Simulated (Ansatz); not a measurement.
Relaxation of ClGaH2O (5 atoms, charge 0, multiplicity 1), to a largest force component of 0.03 eV/Å in at most 50 steps.

Computed with Ansatz, RKS revPBE-D4/def2-mTZVP.

```xyz
5
Properties=species:S:1:pos:R:3:forces:R:3
Ga 0.317 -0.077 -0.164 0.75 0.08 0.67
Cl 0.859 -0.179 1.979 -0.71 -0.18 0.53
H 1.815 0.229 -0.423 -0.06 0.10 -1.20
O -1.309 -0.315 -0.874 0.03 0.01 0.00
H -1.973 -0.505 -0.183 -0.01 0.00 0.01
```

Where does it end, and by what steps?

The run converged. After 8 steps the energy has fallen by 0.529 eV; H3 moved furthest, 0.46 Å.

```tsv
step	energy less start (eV)	largest force component (eV/Å)	accepted
0	0.0000	1.197	yes
1	-0.3408	0.724	yes
2	-0.4929	0.610	yes
3	-0.3673	3.036	no
4	-0.5227	0.164	yes
5	-0.5263	0.125	yes
6	-0.5288	0.036	yes
7	-0.5288	0.015	no
8	-0.5289	0.002	yes
```

```xyz
5
Properties=species:S:1:pos:R:3
Ga 0.464 -0.062 -0.027
Cl 0.507 -0.261 2.145
H 1.734 0.257 -0.871
O -1.154 -0.294 -0.789
H -1.844 -0.486 -0.125
```

Whether the end is a true minimum wasn't checked by a vibrational analysis.

Time of the run: 7.7 s on 2 threads of Intel(R) Xeon(R) 6975P-C (Granite Rapids) (shared host), peak memory 0.16 GiB.
